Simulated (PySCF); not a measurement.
Working out the ionisation energy of Rb²⁺

Rb²⁺ [Ar] 3d10 4s2 4p5 (2P) → Rb³⁺ [Ar] 3d10 4s2 4p4 (3P). All numbers are calculated (PySCF 2.14, the spin-free X2C one-electron Hamiltonian (Gaussian nucleus), in cc-pVDZ-X2C). Frozen: [Ar] 3d10 4s2. Energies in hartree (1 hartree = 27.21139 eV):

```json
{"part": "UHF", "Rb²⁺ (lower)": "-2978.001219", "Rb³⁺ (upper)": "-2976.535956"}
{"part": "CCSD correlation", "Rb²⁺ (lower)": "-0.004354", "Rb³⁺ (upper)": "-0.002005"}
{"part": "(T)", "Rb²⁺ (lower)": "-0.000007", "Rb³⁺ (upper)": "-0.000001"}
```

Q: What does Hartree-Fock give?

A: (-2976.535956) − (-2978.001219) = 1.465263 hartree = 39.872 eV.

Q: What do CCSD and CCSD(T) give?

A: The CCSD correlation energies differ by 0.002349 hartree = 0.064 eV and the triples by 0.000006 hartree = 0.000 eV, so CCSD gives 39.936 eV and CCSD(T) 39.936 eV.

Reference: 39.247 eV (semi-empirical (NIST evaluation); NIST Atomic Spectra Database, ionization energies), between the lowest levels; spin-orbit coupling is absent from the calculation.

A double-zeta basis recovers only part of the correlation energy.

What remains against the reference includes basis incompleteness, the frozen core and higher excitations.
